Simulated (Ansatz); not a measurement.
Born–Oppenheimer molecular dynamics of AlBrFHO (5 atoms, charge 0, multiplicity 1). It goes on from the last frame of an earlier run, with new velocities.

Level of theory: Ansatz 0.2.0, RKS PBE-D4/def2-SVP.

```
ensemble        : NVT, Langevin thermostat
time step       : 1 fs
steps asked     : 150
set temperature : 400 K
friction        : 0.02 /fs
seed            : 605727
```

Frames 2 fs apart, positions in Å.

Velocities at 10.0 fs (Å/ps):

```
O -6.37 -0.06 -4.01
Al -3.47 2.55 1.31
F 2.19 -2.50 2.71
Br -2.18 -1.48 -0.54
H -1.50 -4.11 -32.98
```

```xyz
5
Properties=species:S:1:pos:R:3 time_fs=10.0 energy_less_start_eV=0.064 T=280
O 0.771 1.078 0.168
Al 0.082 -0.412 -0.100
F 1.063 -1.537 -0.746
Br -2.100 -0.978 0.012
H 0.213 1.834 0.288
5
Properties=species:S:1:pos:R:3 time_fs=12.0 energy_less_start_eV=0.056 T=262
O 0.760 1.078 0.161
Al 0.075 -0.405 -0.097
F 1.067 -1.542 -0.740
Br -2.104 -0.981 0.011
H 0.194 1.853 0.236
5
Properties=species:S:1:pos:R:3 time_fs=14.0 energy_less_start_eV=0.075 T=281
O 0.748 1.080 0.157
Al 0.068 -0.395 -0.095
F 1.073 -1.549 -0.736
Br -2.108 -0.983 0.010
H 0.172 1.888 0.194
5
Properties=species:S:1:pos:R:3 time_fs=16.0 energy_less_start_eV=0.072 T=288
O 0.735 1.089 0.154
Al 0.059 -0.386 -0.092
F 1.078 -1.556 -0.732
Br -2.111 -0.986 0.010
H 0.189 1.893 0.152
5
Properties=species:S:1:pos:R:3 time_fs=18.0 energy_less_start_eV=0.088 T=227
O 0.725 1.102 0.153
Al 0.051 -0.380 -0.091
F 1.083 -1.562 -0.727
Br -2.115 -0.989 0.011
H 0.207 1.891 0.110
5
Properties=species:S:1:pos:R:3 time_fs=20.0 energy_less_start_eV=0.064 T=323
O 0.716 1.118 0.153
Al 0.040 -0.377 -0.092
F 1.089 -1.566 -0.724
Br -2.119 -0.990 0.012
H 0.194 1.923 0.077
5
Properties=species:S:1:pos:R:3 time_fs=22.0 energy_less_start_eV=0.064 T=349
O 0.707 1.136 0.154
Al 0.031 -0.377 -0.094
F 1.095 -1.568 -0.719
Br -2.123 -0.992 0.014
H 0.172 1.966 0.048
5
Properties=species:S:1:pos:R:3 time_fs=24.0 energy_less_start_eV=0.044 T=309
O 0.700 1.159 0.159
Al 0.025 -0.382 -0.099
F 1.098 -1.567 -0.711
Br -2.126 -0.995 0.017
H 0.158 1.978 0.034
5
Properties=species:S:1:pos:R:3 time_fs=26.0 energy_less_start_eV=0.038 T=316
O 0.691 1.182 0.161
Al 0.023 -0.390 -0.102
F 1.097 -1.565 -0.703
Br -2.129 -0.997 0.021
H 0.159 1.962 0.032
5
Properties=species:S:1:pos:R:3 time_fs=28.0 energy_less_start_eV=0.047 T=329
O 0.680 1.202 0.161
Al 0.021 -0.398 -0.103
F 1.094 -1.562 -0.695
Br -2.132 -0.999 0.024
H 0.129 1.967 0.023
5
Properties=species:S:1:pos:R:3 time_fs=30.0 energy_less_start_eV=0.059 T=312
O 0.667 1.216 0.164
Al 0.022 -0.408 -0.108
F 1.093 -1.560 -0.688
Br -2.134 -1.001 0.027
H 0.084 1.996 0.001
5
Properties=species:S:1:pos:R:3 time_fs=32.0 energy_less_start_eV=0.084 T=227
O 0.649 1.224 0.168
Al 0.026 -0.416 -0.115
F 1.094 -1.560 -0.680
Br -2.136 -1.004 0.029
H 0.062 2.014 -0.012
```

Of the whole run (150 fs, mean temperature of the second half 347 K): The mean temperature of the second half is 13 % below the set value. A run of 0.15 ps of so small a system gives no equilibrium averages.

The run took 3.5 min on 1 CPU thread of a shared host.
